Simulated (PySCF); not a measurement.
C₈H₁₃P.
Numbering: `[CH2:1]=[CH:2][C:3]1=[C:4]([CH3:5])[CH2:6][P:7]([CH3:8])[CH2:9]1` (hydrogens: H10, H11 on C1; H12 on C2; H13, H14, H15 on C5; H16, H17 on C6; H18, H19, H20 on C8; H21, H22 on C9)

Level: PBE0/pcSseg-1 in PySCF, non-relativistic, on one gas-phase PBE0-D3(BJ)/def2-SVP geometry that isn't relaxed in the solvent. The solvent is an IEF-PCM continuum (cavity from Bondi-type radii × 1.2). Specific hydrogen bonds and non-electrostatic terms are outside this model.

Gas phase at PBE0/pcSseg-1: HOMO -6.29 eV, LUMO -0.74 eV, dipole 1.45 D.

Q: What does the continuum do to the energy, the frontier levels and the dipole at PBE0/pcSseg-1 in chloroform and tetrahydrofuran?

A: 
```
        solvent      ε  E(solvent) − E(gas) (kcal/mol)  polarisation term (kcal/mol)  distortion of the solute (kcal/mol)  HOMO (eV)  LUMO (eV)  dipole (D)
     chloroform  4.711                           -2.90                         -3.18                                 0.28      -6.25      -0.70        1.85
tetrahydrofuran  7.426                           -3.37                         -3.75                                 0.38      -6.25      -0.70        1.92
```

Polarisation term: ½ Σ q·V over the induced surface charges. Distortion: the rise of the solute's own energy as its density leaves the gas-phase optimum. From chloroform to tetrahydrofuran the lowering changes by a factor 1.16, Onsager's factor (ε − 1)/(2ε + 1) by 1.14 and ε itself by 1.6.

Q: Which radius a makes the point-dipole formula ΔE = −[(ε − 1)/(2ε + 1)]·μ²/a³ give the value in tetrahydrofuran, with the gas-phase dipole?

A: μ = 0.571 au and |ΔE| = 0.00537 Eh give a = 1.54 Å; the farthest nucleus lies 4.09 Å from the centroid of the nuclei, so such a sphere wouldn't even hold the nuclei. The formula assumes a rigid point dipole at the centre of a sphere.

Q: Which IAO charges (PBE0/pcSseg-1) respond most in chloroform (means over atoms taken as equivalent)?

A: 
| atoms | environment | gas (e) | solvent (e) | change |
| --- | --- | --- | --- | --- |
| P7 | phosphine phosphorus | +0.484 | +0.461 | -0.023 |
| C1 | terminal =CH2 carbon | -0.321 | -0.333 | -0.012 |
| C3 | fully substituted alkene carbon | -0.026 | -0.034 | -0.008 |
| C2 | alkene CH carbon | -0.137 | -0.144 | -0.007 |
| H12 | vinylic hydrogen | +0.138 | +0.144 | +0.006 |
| H16/H17 | methylene hydrogen | +0.146 | +0.152 | +0.006 |
| C5 | allylic carbon | -0.415 | -0.420 | -0.005 |
| H13/H14/H15 | methyl hydrogen | +0.146 | +0.150 | +0.004 |
| H10 | vinylic hydrogen | +0.141 | +0.145 | +0.004 |
| H11 | vinylic hydrogen | +0.150 | +0.153 | +0.003 |
| C4 | fully substituted alkene carbon | +0.013 | +0.017 | +0.004 |
| H21/H22 | methylene hydrogen | +0.147 | +0.151 | +0.004 |
